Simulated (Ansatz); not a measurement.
Ansatz (a first-principles code) input (B3LYP/LANL2DZ): The .json file is the Basis Set Exchange's LANL2DZ.

Ansatz 0.2 input:
```yaml
crystal:
  periodic: [false, false, false]
  atoms:
    - {symbol: Ir, position_ang: [0.00000000, 0.00000000, 0.00000000]}
basis:
  gaussian:
    orbitals: LANL2DZ.json
hamiltonian:
  xc: {name: B3LYP}
total_charge: 1
magnetization: {spin_polarized: true, initial_magnetization: 4}
scf: {lower_state_search: full}
```

From the last part of the output:

```
WARN ansatz: RAYON_NUM_THREADS=1 ignored (pool sized by the plan → 1); use --threads N
Functional definition: B3LYP
integrals: 0.01 GiB planned
128 factors; integrals over basis functions are off by at most 1.6e-4 eV
mean field: 0.07 GiB planned
mean field evaluation 1: about -2834.2294 eV, gradient 1.5e1 eV
mean field evaluation 2: about -2834.2312 eV, gradient 1.5e1 eV
mean field evaluation 4: about -2835.8650 eV, gradient 1.1e0 eV
mean field evaluation 8: about -2836.4744 eV, gradient 9.0e-1 eV
mean field evaluation 16: about -2835.9306 eV, gradient 2.0e0 eV
mean field evaluation 32: about -2835.1768 eV, gradient 1.4e1 eV
mean field evaluation 64: about -2836.4850 eV, gradient 3.5e-2 eV
mean field evaluation 96: about -2836.4851 eV, gradient 1.3e-2 eV
mean field -2836.48510931 eV, -104.2389051284 hartree, gradient 1.8e-5 eV, S^2 6.000401; 10 other end points of the search recorded, 0 dependent functions left out
reference -2836.48525913 eV, -104.2389106342 hartree; 10, 6 occupied and 12, 16 virtual orbitals, 128 factors
Total energy: -2836.48525913 eV, -104.2389106342 hartree
```

The dipole moment of an ion depends on the origin.
